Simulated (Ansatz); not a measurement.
```yaml
crystal:
  periodic: [false, false, false]
  atoms:
    - {symbol: Cd, position_ang: [0.000290, -0.054781, -0.364684]}
    - {symbol: C, position_ang: [-0.012541, 0.000991, 1.994387]}
    - {symbol: H, position_ang: [0.090023, 1.160472, 2.388567]}
    - {symbol: H, position_ang: [0.927141, -0.657665, 2.436396]}
    - {symbol: H, position_ang: [-1.064457, -0.474580, 2.417827]}
    - {symbol: N, position_ang: [0.011772, -0.320031, -2.633407]}
    - {symbol: H, position_ang: [0.937983, 0.156635, -3.113152]}
    - {symbol: H, position_ang: [-0.890234, 0.188960, -3.125923]}
basis:
  gaussian: {orbitals: def2-SVP, final_grid: {core_spheres: 8, valence_spheres: 7, degree: 23}}
hamiltonian: {xc: {name: RPBE}, dispersion: d3bjatm}
scf: {lower_state_search: off}
output: {forces: true}
```

```sh
$ ansatz run in.yaml --threads 4 --pin off --events-out ev --progress --plain --max-ram 3916MiB
```

It prints (some lines left out):

```
Functional definition: RPBE
  name "RPBE"
  cite "Hammer, Hansen & Nørskov, Phys. Rev. B 59, 7413 (1999) doi:10.1103/PhysRevB.59.7413"
  cite "Perdew, Burke & Ernzerhof, Phys. Rev. Lett. 77, 3865 (1996) doi:10.1103/PhysRevLett.77.3865"
  parameter kappa = 0.804
  parameter beta = 0.06672455060314922
  exchange = rpbe_x(kappa = kappa, mu = beta*pi^2/3)
  correlation = pbe_c(beta = beta)
these checks for a lower state are left out or cut short: stability, starts, cluster_reference, orbital_swaps, neighbouring_geometries, increment
928 factors; their error is unknown
mean field evaluation 1: about -7154.3558 eV, gradient 8.0e1 eV
mean field evaluation 2: about -7042.3291 eV, gradient 1.5e2 eV
mean field evaluation 4: about -7168.3268 eV, gradient 2.8e1 eV
mean field evaluation 8: about -7170.7148 eV, gradient 1.3e-1 eV
mean field evaluation 16: about -7170.6835 eV, gradient 2.8e-4 eV
mean field -7170.68349645 eV, -263.5177580306 hartree, gradient 2.6e-6 eV, S^2 0.000000; 0 other end points of the search recorded, 0 dependent functions left out
the calculation of the forces begins
reference -7170.68354750 eV, -263.5177599066 hartree; 19, 19 occupied and 65, 65 virtual orbitals, 928 factors
Total energy: -7171.34719680 eV, -263.5421485687 hartree
Atom 0 at     0.000290    -0.054781    -0.364684 Å, force     0.010404     0.121793    -0.296492 eV/Å
Atom 1 at    -0.012541     0.000991     1.994387 Å, force    -0.017346    -0.046608     1.253747 eV/Å
Atom 2 at     0.090023     1.160472     2.388567 Å, force    -0.227419    -2.587414    -0.946498 eV/Å
Atom 3 at     0.927141    -0.657665     2.436396 Å, force    -2.098788     1.469896    -1.015982 eV/Å
Atom 4 at    -1.064457    -0.474580     2.417827 Å, force     2.348708     1.060116    -0.972577 eV/Å
Atom 5 at     0.011772    -0.320031    -2.633407 Å, force     0.038990     1.946085    -0.888324 eV/Å
Atom 6 at     0.937983     0.156635    -3.113152 Å, force    -2.709334    -0.933869     1.414836 eV/Å
Atom 7 at    -0.890234     0.188960    -3.125923 Å, force     2.654784    -1.029999     1.451289 eV/Å
Dipole moment:     0.002247     0.200891     0.097510 e Å
Checks for a lower state left out: stability, starts, cluster_reference, orbital_swaps, neighbouring_geometries, increment
```

Hardware: 4 threads of Intel Xeon on a shared host. Wall time 0.86 s.

In the def2 sets Cd takes a core potential; there is no spin–orbit coupling.
